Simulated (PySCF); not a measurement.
## Two-dimensional NMR puzzle

Compound of formula C3HF7. Correlations simulated from computed shifts and the bond graph:

HSQC (one-bond C–H):
```csv
δH,δC
5.89,118.7
```

HMBC (two and three bonds, from the bond graph):
```csv
δH,δC
5.89,"129.3, 117.1"
```

Carbons without hydrogens: δ 129.3, 117.1.

PySCF calculation with geometry: PBE0-D3(BJ)/def2-TZVP and NMR shieldings at B97-2/pcSseg-2/GIAO; isolated molecule, non-relativistic, rapidly exchanging positions averaged, a single conformation.

References, each an isolated molecule treated in the same way: $^{1}$H (31.64 ppm), $^{13}$C (185.38 ppm) against TMS.

Exchangeable hydrogens are left out of these lists.

Question: Which molecule is this?

Answer: SMILES FC(F)C(F)(F)C(F)(F)F.

Numbering as in the mapped SMILES `[F:1][CH:2]([F:3])[C:4]([F:5])([F:6])[C:7]([F:8])([F:9])[F:10]`. Hydrogens are named by the atom that carries them.

δC 129.3 is C7, a CF3 carbon. δC 118.7 is C2, an sp3 CH bonded to 2 F (δH 5.89). δC 117.1 is C4, a fully substituted sp3 carbon bonded to 2 F. HMBC from δH 5.89 reaches the proton-free carbons C7, C4.

The shifts were computed for this structure.

Shifts are as computed. Against solution values, carbons near 30 ppm lie about +3 ppm off and those near 130 ppm about +7 ppm. Of 1211 compounds with measured shifts, 218 miss one by over three times the rms of a fit or turn the order of signals round; such compounds aren't used in these exercises.
